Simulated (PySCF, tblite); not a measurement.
Species: C6H9OP.
SMILES with atom numbers: `[CH3:1][O:2][c:3]1[cH:4][pH:5][c:6]([CH3:7])[cH:8]1` (hydrogens: H9, H10, H11 on C1; H12 on C4; H13 on P5; H14, H15, H16 on C7; H17 on C8)

Computed geometry: GFN2-xTB, gas phase.

Task: What internal coordinates does the optimisation give?

Result: 
| bond | length (Å) |
| --- | --- |
| C1–O2 | 1.407 |
| O2–C3 | 1.353 |
| C3–C4 | 1.353 |
| C4–P5 | 1.799 |
| P5–C6 | 1.826 |
| C6–C7 | 1.491 |
| C6–C8 | 1.344 |
| C3–C8 | 1.449 |
| C1–H9, C1–H10, C1–H11 | 1.093 |
| C4–H12 | 1.075 |
| P5–H13 | 1.400 |
| C7–H14, C7–H15, C7–H16 | 1.089 |
| C8–H17 | 1.078 |

Bonds in one row agree within 0.01 Å and their mean is given. A selection of angles:
| angle | degrees |
| --- | --- |
| C1–O2–C3 | 117.0 |
| O2–C3–C4 | 128.7 |
| O2–C3–C8 | 117.2 |
| C4–C3–C8 | 114.1 |
| C3–C4–P5 | 110.9 |
| C4–P5–C6 | 89.6 |
| P5–C6–C7 | 122.9 |
| P5–C6–C8 | 110.4 |
| C7–C6–C8 | 126.6 |
| C3–C8–C6 | 114.3 |

Dihedral angles: C1–O2–C3–C4 1° (synperiplanar). The mirror-image conformer, all signs reversed, is as good.

The 5-membered ring C3–C4–P5–C6–C8 has internal angles of 89.6° to 114.3° (sum 539°, against 540° for a flat polygon); it is slightly puckered (a soft mode that the optimisation may not have finished), 0.04 Å rms from its mean plane, widest ring torsion 7°. P5 (ring phosphorus) is pyramidal (angles 98.0°, 94.9° and 89.6°, sum 282.5°, 0.87 Å off the plane of its three neighbours). Of the pairs four or more bonds apart, C1···H12 is among the closest relative to their van der Waals radii: 2.70 Å, 93 % of the sum of Bondi's values. O2 (oxygen bonded to 2 C) is bent (angle 117.0°). The C–C distances run from 1.344 Å (C6–C8, drawn aromatic) to 1.491 Å (C6–C7, drawn single), a spread of 0.147 Å. The 2 C–P bonds span 1.799 Å (C4–P5, drawn aromatic) to 1.826 Å (P5–C6, drawn aromatic), a spread of 0.027 Å. The C–O distances run from 1.353 Å (O2–C3, drawn single) to 1.407 Å (C1–O2, drawn single), a spread of 0.054 Å.

Its GFN2-xTB frequencies are all real (lowest 61 cm⁻¹). The numbers are those of one conformer.
